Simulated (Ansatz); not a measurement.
Species: BP2H4, charge 0, doublet. BP2H4 (SMILES [PH]BP, doublet).
B3LYP-D3(BJ)/def2-TZVP minimum from Ansatz (a quantum-chemistry and plane-wave program):
```
B
H 1 1.1898
P 1 1.8695 2 117.24
H 3 1.4091 1 106.14 2 150.95
H 3 1.4103 4 100.17 1 110.26
P 1 1.8768 2 120.73 3 -178.35
H 6 1.4249 1 97.66 2 157.20
```
Charge 0, spin multiplicity 2.

Atomisation energy term by term, kcal/mol (programs: Ansatz). UHF or UKS for unpaired electrons; spin-orbit terms are left out. Correlated methods leave the cores frozen. Rows without X2C or -DK are non-relativistic. CBS(X,Y): correlation extrapolated as X^-3, Hartree-Fock from the larger set. A bracket is a step between two methods taken in the basis named. '+ core + X2C': CCSD(T) terms for core correlation (cc-pwCVTZ, 1s frozen past Ne) and scalar relativity (cc-pVTZ-DK). Where a partner has so few electrons that a lower coupled-cluster level is exact, that level stands in.

```csv
term,basis,kcal/mol
Hartree-Fock,cc-pV(Q+d)Z,334.07
CCSD correlation,"CBS(cc-pV(T+d)Z,cc-pV(Q+d)Z)",122.34
(T),"CBS(cc-pV(T+d)Z,cc-pV(Q+d)Z)",7.83
CCSDT(Q) - CCSD(T),cc-pV(D+d)Z,0.96
core correlation,cc-pwCVTZ,1.92
scalar relativity,"X2C, cc-pVTZ-DK",-0.91
sum: De,,466.2
```
